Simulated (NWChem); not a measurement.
System: ZnHF; SMILES [F][ZnH]

Here is an NWChem input.

```
start job
memory heap 200 mb stack 900 mb global 1100 mb
geometry units angstroms noautosym nocenter noautoz
  Zn     0.000000     0.000000    -0.342236
  H      0.000000     0.000000    -1.854821
  F      0.000000     0.000000     1.400621
end
basis spherical
  Zn library def2-svp
  H library def2-svp
  F library def2-svp
end
dft
  xc bhlyp
  iterations 150
end
tddft
  cis
  nroots 8
  notriplet
end
task tddft energy
```

Parts of the log:

```
             Northwest Computational Chemistry Package (NWChem) 7.3.0
             --------------------------------------------------------

                             Geometry "geometry" -> ""
                             -------------------------

 Output coordinates in angstroms (scale by  1.889725989 to convert to a.u.)

  No.       Tag          Charge          X              Y              Z
 ---- ---------------- ---------- -------------- -------------- --------------
    1 Zn                  30.0000     0.00000000     0.00000000    -0.34223600
    2 H                    1.0000     0.00000000     0.00000000    -1.85482100
    3 F                    9.0000     0.00000000     0.00000000     1.40062100

 Effective nuclear repulsion energy (a.u.)      93.9375572102

                                 NWChem DFT Module
                                 -----------------

 Summary of "ao basis" -> "ao basis" (spherical)
 ------------------------------------------------------------------------------
       Tag                 Description            Shells   Functions and Types
 ---------------- ------------------------------  ------  ---------------------
 Zn                         def2-svp                11       31   5s3p2d1f
 H                          def2-svp                 3        5   2s1p
 F                          def2-svp                 6       14   3s2p1d

            General Information
            -------------------
          SCF calculation type: DFT
          Wavefunction type:  closed shell.
          No. of atoms     :     3
          No. of electrons :    40
           Alpha electrons :    20
            Beta electrons :    20
          Charge           :     0
          Spin multiplicity:     1
          Use of symmetry is: off; symmetry adaption is: off
          Maximum number of iterations: 150
          AO basis - number of functions:    50
                     number of shells:    20
          Convergence on energy requested:  1.00D-06
          Convergence on density requested:  1.00D-05
          Convergence on gradient requested:  5.00D-04

              XC Information
              --------------
                        BHLYP Method XC Functional
                     Hartree-Fock (Exact) Exchange  0.500
                        Slater Exchange Functional  0.500 local
                    Becke 1988 Exchange Functional  0.500 non-local
              Lee-Yang-Parr Correlation Functional  1.000

             Grid Information
             ----------------
          Grid used for XC integration:  medium
          Radial quadrature: Mura-Knowles
          Angular quadrature: Lebedev.
          Tag              B.-S. Rad. Rad. Pts. Rad. Cut. Ang. Pts.
          ---              ---------- --------- --------- ---------
          Zn                  1.35      112           7.0       590
          H                   0.35       45           8.0       434
          F                   0.50       49           9.0       434
          Grid pruning is: on
          Number of quadrature shells:   206
          Spatial weights used:  Erf1

      Superposition of Atomic Density Guess
      -------------------------------------

 Sum of atomic energies:       -1877.35327030

      Non-variational initial energy
      ------------------------------

 Total energy =   -1877.373630
 1-e energy   =   -2810.924457
 2-e energy   =     839.613269
 HOMO         =      -0.437019
 LUMO         =      -0.001668

   convergence    iter        energy       DeltaE   RMS-Dens  Diis-err
 ---------------- ----- ----------------- --------- --------- ---------
 d= 0,ls=0.0,diis     1  -1879.3647356694 -1.97D+03  2.26D-02  5.62D-01
 d= 0,ls=0.0,diis     2  -1879.3455222513  1.92D-02  1.04D-02  1.09D+00
 d= 0,ls=0.0,diis     3  -1879.4374500575 -9.19D-02  1.21D-03  2.25D-03
 d= 0,ls=0.0,diis     4  -1879.4377125189 -2.62D-04  3.13D-04  9.60D-04
 d= 0,ls=0.0,diis     5  -1879.4377796041 -6.71D-05  1.11D-04  1.30D-04
  Resetting Diis
 d= 0,ls=0.0,diis     6  -1879.4377886445 -9.04D-06  4.65D-05  2.00D-06
 d= 0,ls=0.0,diis     7  -1879.4377890680 -4.24D-07  6.07D-06  8.08D-08

         Total DFT energy =    -1879.437789067998
      One electron energy =    -2810.248805500534
           Coulomb energy =      918.889377449037
    Exchange-Corr. energy =      -82.015918226700
 Nuclear repulsion energy =       93.937557210199

 Numeric. integr. density =       39.999995187619

                       DFT Final Molecular Orbital Analysis
                       ------------------------------------

[...]

                                NWChem TDDFT Module
                                -------------------

            General Information
            -------------------
           No. of orbitals :     100
            Alpha orbitals :      50
             Beta orbitals :      50
        Alpha frozen cores :       0
         Beta frozen cores :       0
     Alpha frozen virtuals :       0
      Beta frozen virtuals :       0
         Spin multiplicity :       1
    Number of AO functions :      50
        Use of symmetry is : off
      Symmetry adaption is : off
         Schwarz screening :  0.10D-07

              XC Information
              --------------
                 BHLYP Method XC Functional
              Hartree-Fock (Exact) Exchange   0.50
                 Slater Exchange Functional   0.50 local
             Becke 1988 Exchange Functional   0.50 non-local
       Lee-Yang-Parr Correlation Functional   1.00

             TDDFT Information
             -----------------
          Calculation type : Tamm-Dancoff TDDFT
         Wavefunction type : Restricted singlets
          No. of electrons :      40
           Alpha electrons :      20
            Beta electrons :      20
              No. of roots :       8
          Max subspacesize :    5600
            Max iterations :     100
               Target root :       1
           Target symmetry : none
      Symmetry restriction : off
                 Algorithm : Optimal
        Davidson threshold :  0.10D-03

    8 smallest eigenvalue differences (eV)
--------------------------------------------------------
  No. Spin  Occ  Vir  Irrep   E(Occ)    E(Vir)   E(Diff)
--------------------------------------------------------
    1    1   20   21 a        -0.388     0.017    11.029
    2    1   19   21 a        -0.419     0.017    11.882
    3    1   18   21 a        -0.419     0.017    11.882
    4    1   17   21 a        -0.447     0.017    12.622
    5    1   20   22 a        -0.388     0.089    12.992
    6    1   20   23 a        -0.388     0.089    12.992
    7    1   19   22 a        -0.419     0.089    13.844
    8    1   18   22 a        -0.419     0.089    13.844
--------------------------------------------------------

  Entering Davidson iterations
  Restricted singlet excited states

  Iter   NTrls   NConv    DeltaV     DeltaE      Time
  ----  ------  ------  ---------  ---------  ---------
    1      8       0     0.19E+00   0.10+100        3.7
    2     16       0     0.74E-01   0.44E-01        3.6
    3     24       0     0.29E-01   0.13E-01        3.5
    4     32       0     0.80E-02   0.13E-02        3.5
    5     40       0     0.94E-02   0.90E-03        3.4
    6     48       4     0.25E-02   0.39E-04        3.6
    7     52       7     0.61E-03   0.61E-05        3.1
    8     53       7     0.13E-03   0.14E-06        2.7
    9     54       8     0.96E-04   0.87E-08        2.7
  ----  ------  ------  ---------  ---------  ---------
  Convergence criterion met

  Ground state a       -1879.437789067998 a.u.

  ----------------------------------------------------------------------------
  Root   1 singlet a              0.306272268 a.u.                8.3341 eV
  ----------------------------------------------------------------------------
     Transition Moments    X -0.20149   Y  0.16601   Z -0.00000
     Dipole Oscillator Strength                    0.0139164603
     Electric Quadrupole                           0.0000000502
     Magnetic Dipole                               0.0000004202
     Total Oscillator Strength                     0.0139169307

     Occ.   18  a   ---  Virt.   21  a       -0.07578
     Occ.   19  a   ---  Virt.   21  a       -0.97023
     Occ.   19  a   ---  Virt.   24  a       -0.16472
     Occ.   19  a   ---  Virt.   25  a       -0.12590
     Occ.   20  a   ---  Virt.   23  a       -0.07010
  ----------------------------------------------------------------------------
  Root   2 singlet a              0.306272268 a.u.                8.3341 eV
  ----------------------------------------------------------------------------
     Transition Moments    X -0.16601   Y -0.20149   Z -0.00000
     Dipole Oscillator Strength                    0.0139164603
     Electric Quadrupole                           0.0000000502
     Magnetic Dipole                               0.0000004202
     Total Oscillator Strength                     0.0139169306

     Occ.   18  a   ---  Virt.   21  a       -0.97023
     Occ.   18  a   ---  Virt.   24  a       -0.16472
     Occ.   18  a   ---  Virt.   25  a       -0.12590
     Occ.   19  a   ---  Virt.   21  a        0.07578
     Occ.   20  a   ---  Virt.   22  a       -0.07010
  ----------------------------------------------------------------------------
  Root   3 singlet a              0.335460073 a.u.                9.1283 eV
  ----------------------------------------------------------------------------
     Transition Moments    X -0.00000   Y -0.00000   Z -1.15081
     Dipole Oscillator Strength                    0.2961796680
     Electric Quadrupole                           0.0000014614
     Magnetic Dipole                               0.0000000000
     Total Oscillator Strength                     0.2961811294

[...]
```

Level: BHandHLYP/def2-SVP, TDA. Geometry: optimised at PBE0/def2-SVP.
